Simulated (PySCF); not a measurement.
Work out the structure from these simulated measurements.

Elements present: C, H, O and S. Monoisotopic mass: 172.0194 u.

* Rotational structure: rotational constants A, B, C: 2.586, 0.607, 0.544 GHz [GFN2-xTB]
* 13C NMR: chemical shifts (computed TMS as zero) by class: 156.8 (1 C), 134.9 (2 C), 129.1 (1 C), 122.7 (2 C), 46.2 (1 C) ppm [GIAO PBE0/pcSseg-1]
* Dipole: 2.89 D [PBE0/pcSseg-1]
* 1H NMR: chemical shifts (computed TMS as zero) by class: 7.70 (2 H), 7.68 (2 H), 7.42 (1 H), 2.98 (3 H) ppm [GIAO PBE0/pcSseg-1]
* NMR, other nuclei: isotropic shieldings of nuclei other than C and H, by class: 87 (1 O), 90 (2 O), 188 (1 S) ppm [GIAO PBE0/pcSseg-1]

Gas-phase values; electronic properties from PySCF, density fitting. Levels stand in brackets. One conformer (not necessarily the lowest) at the GFN2-xTB geometry, without solvent, vibrations or thermal averaging. NMR values are class means; diastereotopic atoms form classes of their own.

Q: Which formula fits the mass and the elements?

A: C7H8O3S (calculated 172.0194). No other formula that holds each of these elements comes within 0.0003 u with a fitting electron parity and a possible valence count.

Q: Give a SMILES that accounts for the data.

A: Numbering: `[CH3:1][S:2](=[O:3])(=[O:4])[O:5][c:6]1[cH:7][cH:8][cH:9][cH:10][cH:11]1`. 7 carbons fall into 5 classes; from least to most shielded: aromatic carbon bearing oxygen [C6] (156.8 ppm), aromatic CH carbon [C8/C10] (134.9 ppm, 2 C), aromatic CH carbon [C9] (129.1 ppm), aromatic CH carbon [C7/C11] (122.7 ppm, 2 C, up to 2.5 ppm apart in this geometry), S-methyl carbon [C1] (46.2 ppm). Hydrogen classes from least to most shielded: 2 H on the ortho carbons, C7/C11 (7.70 ppm, a mean of values up to 1.1 ppm apart in this geometry), 2 H on the meta carbons, C8/C10 (7.68 ppm), 1 H on the para carbon, C9 (7.42 ppm), 3 H on an S-methyl carbon, C1 (2.98 ppm). The other shieldings belong to: 87 ppm, oxygen bonded to C and S [O5]; 90 ppm, sulfonyl oxygen [O3/O4]; 188 ppm, sulfonyl sulfur [S2]. The optimised geometry has point group Cs and is an asymmetric top. Structure: `CS(=O)(=O)Oc1ccccc1`. Computed isomers that give other values at the same levels: `COS(=O)(=O)c1ccccc1` (13C chemical shifts (computed TMS as zero) by class: 144.4 (1 C), 139.8 (1 C), 134.1 (2 C), 133.8 (2 C), 49.0 (1 C) ppm); `CC#CC#C[C@@H](C)S(=O)(=O)O` (13C chemical shifts (computed TMS as zero) by class: 85.7 (1 C), 83.1 (1 C), 71.6 (1 C), 70.7 (1 C), 59.3 (1 C), 18.4 (1 C), 5.5 (1 C) ppm). The assignments are read from this structure; whether some other isomer fits the data as well wasn't checked.

The values belong to the conformer `[CH3:1][S:2](=[O:3])(=[O:4])[O:5][c:6]1[cH:7][cH:8][cH:9][cH:10][cH:11]1`: C1–S2–O5–C6 180°, S2–O5–C6–C7 180°.
